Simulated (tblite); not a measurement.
Species: C4H8O2S.
Geometry (GFN2-xTB, Å), atoms numbered from 1 in this order:
```xyz
15
C4H8O2S angstrom
C     -2.612   -0.463    0.221
C     -1.200   -0.499   -0.245
C     -0.332    0.491   -0.167
S      1.318    0.271   -0.815
C      2.367    0.293    0.670
O      1.413   -1.032   -1.416
O      1.655    1.415   -1.618
H     -2.858    0.497    0.668
H     -3.279   -0.645   -0.621
H     -2.783   -1.254    0.950
H     -0.858   -1.422   -0.695
H     -0.532    1.471    0.227
H      3.394    0.174    0.349
H      2.067   -0.533    1.301
H      2.234    1.245    1.167
```

All values are computed: GFN2-xTB (tblite) harmonic vibrations without scaling, gas phase. Errors from tens to a few hundred cm⁻¹ against measured bands are possible. One conformer, not necessarily the lowest.

Harmonic wavenumbers (cm⁻¹): 54.8, 116.2, 130.6, 146.8, 174.2, 267.2, 281.6, 337.5, 360.0, 447.3, 490.1, 678.9, 704.0, 755.1, 852.6, 855.8, 966.4, 983.5, 1038.2, 1085.4, 1116.6, 1167.6, 1248.7, 1265.1, 1270.6, 1388.5, 1423.3, 1435.0, 1462.5, 1467.4, 1704.4, 3011.5, 3024.9, 3047.8, 3065.1, 3066.3, 3083.4, 3090.5, 3117.7.

A = 4285, B = 1300, C = 1284 MHz; mass 120.025 u (most abundant isotopes); point group C1, symmetry number 1.

Q: What is the zero-point energy?

A: Half the sum of the wavenumbers: 25092 cm⁻¹ = 300.16 kJ/mol.

Q: Entropy at 500 K, 1 bar (ideal gas, RRHO, classical rotation)?

A: Translation 179.31, rotation 124.43, vibration 171.99: S = 475.7 J/(mol K).

Q: And Cp and H(500 K) − H(0)?

A: Cp = 195.34 J/(mol K), of which vibrations give 162.08 (their classical limit is 39 R = 324.3); H(500 K) − H(0) = 60.51 kJ/mol without the zero-point energy, 43.88 from vibrations.

Q: What must be added to the electronic energy to get the Gibbs energy at 500 K and 1 bar?

A: ZPE + [H(500 K) − H(0)] − T·S = 300.16 + 60.51 − 237.87 = 122.80 kJ/mol.

Q: Blend soft modes into free rotors: weight 1/[1 + (100 cm⁻¹/ν̃)⁴] for the oscillator and the rest for a rotor with moment μB/(μ + B), μ = h/(8π²ν), B = 10⁻⁴⁴ kg m². What vibrational entropy results?

A: 162.40 J/(mol K) in place of 171.99, which changes −T·S at 500 K by +4.80 kJ/mol.

Q: How do the functions run with temperature in this model?

A: 
```csv
T (K),S (J/(mol K)),Cp (J/(mol K)),H − H(0) (kJ/mol),G − H(0) (kJ/mol),ln q(vib)
50,235.8,50.6,1.96,-9.83,0.31
100,278.4,73.9,5.10,-22.73,1.25
298.15,389.7,139.3,26.45,-89.76,5.74
373.15,423.5,162.1,37.76,-120.27,7.40
750,564.4,241.6,115.57,-307.74,15.20
1000,638.4,272.1,180.02,-458.34,19.82
```

q(vib) and H(0) count from the zero-point level.

Q: Which modes carry the vibrational entropy at 500 K?

A: 54.8 cm⁻¹: 23.68; 116.2 cm⁻¹: 17.46; 130.6 cm⁻¹: 16.50; 146.8 cm⁻¹: 15.54; 174.2 cm⁻¹: 14.14; 267.2 cm⁻¹: 10.70 J/(mol K); the other 33 give 73.97 together.

Hindered rotation and anharmonicity are outside this model. Other conformers, if any are populated, would add a mixing term that is left out. The structure is chiral; the term R ln 2 for an equal mix with its mirror image is left out.
